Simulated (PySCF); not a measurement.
Choosing a molecule for a target property.

Species are written as SMILES; each is one conformer at its optimised geometry, gas phase, non-relativistic unless stated; the electronic structure was computed with PySCF and density fitting.

The conformers computed, where there is a choice (atom-mapped SMILES and torsion angles):
- `[SiH3:1][CH2:2][CH2:3][O:4][c:5]1[n:6][cH:7][cH:8][o:9]1`: Si1–C2–C3–O4 -175°, C2–C3–O4–C5 -73°, C3–O4–C5–N6 -2°
- `[CH3:1][SiH:2]([CH3:3])[CH2:4][CH2:5][CH2:6][Cl:7]`: C1–Si2–C4–C5 -178°, Si2–C4–C5–C6 180°, C4–C5–C6–Cl7 65°
- `[CH3:1][C:2](=[O:3])[CH:4]=[C:5]([CH3:6])[CH3:7]`: C1–C2–C4–C5 -173°
- `[CH2:1]=[CH:2][C:3](=[CH2:4])/[CH:5]=[CH:6]/[C:7]([NH2:8])=[O:9]`: C1–C2–C3–C4 149°, C2–C3–C5–C6 -27°, C5–C6–C7–N8 179°, H–N8–C7–C6 180°, H–N8–C7–C6 -1°
- `[CH3:1][CH2:2][C@@H:3]([CH3:4])[P@@:5]([CH3:6])(=[O:7])[OH:8]`: C1–C2–C3–C4 174°, C2–C3–P5–C6 -61°, H–O8–P5–C3 -125°
- `[CH3:1][S:2][c:3]1[n:4][n:5]([SiH:6]([CH3:7])[CH3:8])[cH:9][p:10]1`: C1–S2–C3–N4 0°, N4–N5–Si6–C7 -60°
- `[CH3:1][n:2]1[c:3]([CH:4]2[CH2:5][CH2:6]2)[cH:7][cH:8][n+:9]1[CH3:10]`: N2–C3–C4–C5 -146°
- `[F:1][CH2:2][C@@H:3]1[CH:4]=[C:5]([Cl:6])[C@@H:7]([CH2:8][F:9])[O:10]1`: F1–C2–C3–C4 -73°, C5–C7–C8–F9 -83°
- `[CH2:1]=[CH:2][C@@H:3]1[CH:4]=[CH:5][C@H:6]1[NH:7][CH:8]=[O:9]`: C1–C2–C3–C4 -137°, C5–C6–N7–C8 -134°, C6–N7–C8–O9 0°
- `[CH3:1][CH2:2][O:3][c:4]1[cH:5][cH:6][cH:7][n:8][cH:9]1`: C1–C2–O3–C4 180°, C2–O3–C4–C5 180°

Task: Wanted: HOMO energy above -6.9 eV (PBE0/pcSseg-1) and HOMO–LUMO gap above 6.7 eV (PBE0/pcSseg-1), at GFN2-xTB geometries. Which candidate meets both?
A. `C=CC(=C)/C=C/C(N)=O`
B. `CSC1=NN([SiH](C)C)C=P1`
C. `CC(C)=CC(C)=O`
D. `O[P@@](C)([C@@H](CC)C)=O`
E. `C([SiH](C)C)CCCl`
F. `Cn1c(C2CC2)cc[n+]1C`
G. `[SiH3]CCOc1ncco1`

Result: G. Computed values:
| species | HOMO energy | HOMO–LUMO gap |
| --- | --- | --- |
| Cn1c(C2CC2)cc[n+]1C | -11.40 eV | 6.42 eV |
| C([SiH](C)C)CCCl | -8.15 eV | 9.17 eV |
| O[P@@](C)([C@@H](CC)C)=O | -7.58 eV | 8.63 eV |
| CC(C)=CC(C)=O | -6.94 eV | 5.68 eV |
| C=CC(=C)/C=C/C(N)=O | -6.77 eV | 5.16 eV |
| [SiH3]CCOc1ncco1 | -6.61 eV | 7.02 eV |
| CSC1=NN([SiH](C)C)C=P1 | -6.03 eV | 5.49 eV |

Task: Wanted: dipole moment above 2.3 D (PBE0/pcSseg-1) and smallest rotational constant above 1.2 GHz (GFN2-xTB), at GFN2-xTB geometries. Which candidate meets both?
A. `CC[C@@H](C)[P@@](C)(=O)O`
B. `CC(=O)C=C(C)C`
C. `C=C[C@@H]1C=C[C@H]1NC=O`
D. `C[SiH](C)CCCCl`
E. `[SiH3]CCOc1ncco1`
F. `FC[C@@H]1C=C(Cl)[C@@H](CF)O1`
G. `CCOc1cccnc1`

Result: B. Computed values:
```
                     species  dipole moment  smallest rotational constant
            [SiH3]CCOc1ncco1         0.45 D                     0.567 GHz
FC[C@@H]1C=C(Cl)[C@@H](CF)O1         1.08 D                     0.516 GHz
              C[SiH](C)CCCCl         1.66 D                     0.641 GHz
                 CCOc1cccnc1         2.03 D                     0.797 GHz
    CC[C@@H](C)[P@@](C)(=O)O         2.59 D                     1.159 GHz
               CC(=O)C=C(C)C         3.01 D                     1.286 GHz
     C=C[C@@H]1C=C[C@H]1NC=O         3.80 D                     0.866 GHz
```
